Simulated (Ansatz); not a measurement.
Ansatz (an electronic-structure program) input (CCSD(T)/aug-cc-pVDZ):

Ansatz 0.2 input:
```yaml
crystal:
  periodic: [false, false, false]
  atoms:
    - {symbol: C, position_ang: [-1.63748022, 0.22159966, 0.21957058]}
    - {symbol: C, position_ang: [-1.17788793, -1.13643437, -0.35019408]}
    - {symbol: C, position_ang: [0.28498101, -1.15539166, -0.06792727]}
    - {symbol: C, position_ang: [0.78509886, 0.17864349, 0.38158323]}
    - {symbol: C, position_ang: [-0.39908836, 1.11455467, 0.07449747]}
    - {symbol: N, position_ang: [2.01625487, 0.59496840, -0.30586982]}
    - {symbol: H, position_ang: [-1.89679852, 0.10808189, 1.27538097]}
    - {symbol: H, position_ang: [-2.51299169, 0.62409784, -0.29037531]}
    - {symbol: H, position_ang: [-1.71716644, -1.98632382, 0.08001611]}
    - {symbol: H, position_ang: [-1.36823760, -1.17854031, -1.43372994]}
    - {symbol: H, position_ang: [0.92428644, -2.01780013, -0.20065359]}
    - {symbol: H, position_ang: [0.93045744, 0.15460298, 1.47970341]}
    - {symbol: H, position_ang: [-0.42434921, 1.99399025, 0.72014242]}
    - {symbol: H, position_ang: [-0.29338341, 1.45482222, -0.95858501]}
    - {symbol: H, position_ang: [2.37222392, 1.45096447, 0.10754213]}
    - {symbol: H, position_ang: [2.73843474, -0.10650474, -0.18353181]}
basis:
  gaussian:
    orbitals: aug-cc-pVDZ
magnetization: {spin_polarized: true, initial_magnetization: 1}
correlation: {method: ccsd_t, electrons: outside_noble_gas}
output: {forces: true}
```

End of the output:

```
Atom 2 at     0.284981    -1.155392    -0.067927 Å, force     0.147686    -0.134186    -0.020311 eV/Å
Atom 3 at     0.785099     0.178643     0.381583 Å, force     0.100654     0.229730     0.225378 eV/Å
Atom 4 at    -0.399088     1.114555     0.074497 Å, force     0.041513    -0.022932    -0.010793 eV/Å
Atom 5 at     2.016255     0.594968    -0.305870 Å, force    -0.142583     0.061955    -0.533304 eV/Å
Atom 6 at    -1.896799     0.108082     1.275381 Å, force    -0.089997    -0.056314     0.478456 eV/Å
Atom 7 at    -2.512992     0.624098    -0.290375 Å, force    -0.387043     0.185166    -0.241933 eV/Å
Atom 8 at    -1.717166    -1.986324     0.080016 Å, force    -0.213851    -0.344339     0.199925 eV/Å
Atom 9 at    -1.368238    -1.178540    -1.433730 Å, force    -0.059627     0.007450    -0.426441 eV/Å
Atom 10 at     0.924286    -2.017800    -0.200654 Å, force     0.326430    -0.434929    -0.067631 eV/Å
Atom 11 at     0.930457     0.154603     1.479703 Å, force     0.047448    -0.007122     0.384267 eV/Å
Atom 12 at    -0.424349     1.993990     0.720142 Å, force    -0.005691     0.391441     0.300406 eV/Å
Atom 13 at    -0.293383     1.454822    -0.958585 Å, force     0.050452     0.127892    -0.479150 eV/Å
Atom 14 at     2.372224     1.450964     0.107542 Å, force     0.162063     0.313030     0.190148 eV/Å
Atom 15 at     2.738435    -0.106505    -0.183532 Å, force     0.302154    -0.260629     0.093672 eV/Å
Dipole moment:     0.013568    -0.020563     0.241565 e Å
```

It need not be the lowest isomer of its formula.
